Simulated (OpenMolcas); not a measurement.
**Ir3+: moving or changing the point charges**

Ir3+ among 6 point charges of -1.5 e arranged as a tetragonal octahedron (D4h), 1.92 Å from the ion, with the axial distance 2.093 Å.
```
   1.9200    0.0000    0.0000  -1.50
   0.0000    1.9200    0.0000  -1.50
  -1.9200    0.0000    0.0000  -1.50
   0.0000   -1.9200    0.0000  -1.50
   0.0000    0.0000    2.0928  -1.50
   0.0000    0.0000   -2.0928  -1.50
```

```
Program             : OpenMolcas
Method              : SS-CASPT2, IPEA 0.25 Eh, imaginary shift 0.1 Eh (closed shells correlated: 5s 5p)
Basis               : ANO-RCC-VTZP [8s7p5d3f1g]
Scalar Hamiltonian  : DKH2, point nucleus
Active space        : 6 electrons in 5 orbitals (5d)
State averaging     : 2S+1 = 5 even, 5 roots; 2S+1 = 3 even, 45 roots; 2S+1 = 1 even, 50 roots
Spin-orbit coupling : state interaction with AMFI integrals over the reference wave functions
```

Runs around this geometry, states (labels of D4, the rotations of D4h). Energies in cm-1 above the lowest state or level, χT in cm3 K/mol.

| R (Å) | q (e) | Axial / equatorial distance | Ground state | First state of that spin | First gap with spin-orbit (degeneracies) | χT at 300 K | First state of another spin |
| --- | --- | --- | --- | --- | --- | --- | --- |
| 1.92 | -0.75 | 1.09 | 5E | 5B2 1030 | 57 (1, 1) | 4.577 | 3E 13760 |
| 1.92 | -1.5 | 1.09 | 5E | 5B2 1970 | 450 (1, 1) | 2.500 | 3E 9140 |
| 2.01 | -1.5 | 1.09 | 5E | 5B2 1810 | 360 (1, 1) | 3.385 | 3E 11100 |
| 1.92 | -1.5 | 1.18 | 5E | 5B2 3450 | 590 (1, 2) | 2.579 | 3E 9160 |

Taking the first state of the same spin as R^-n, n = -ln(1810 / 1970) / ln(2.01 / 1.92) = 1.8 between the shortest and longest distance.

Scaling the charges by -0.75 / -1.5 = 0.50 scales the first state of the same spin by 1030 / 1970 = 0.52; with fixed orbitals a first-order splitting would follow the charge.

An orbital doublet at a regular site is open to a Jahn-Teller distortion, which this geometry leaves out. This shell can be high or low spin here, a state of another spin lies low, and with metal d orbitals alone active their balance is uncertain, so the ground spin may be wrong. Point charges give a weaker field than real ligands, and real ions of this kind are as a rule low spin; the high spin found here belongs to the model. Free-ion shares, where given, are those of the reference states; single-state CASPT2 does not remix them. Spin-orbit coupling mixes the spin-free states strongly: the lowest level takes only 63 % from its leading state, 5E (figures for R = 1.92, q = -0.75, ratio = 1.09; the like holds for R = 1.92, q = -1.5, ratio = 1.09, R = 2.01, q = -1.5, ratio = 1.09, R = 1.92, q = -1.5, ratio = 1.18). This is an electrostatic model: the charges have no orbitals. No measured value stands beside these numbers.
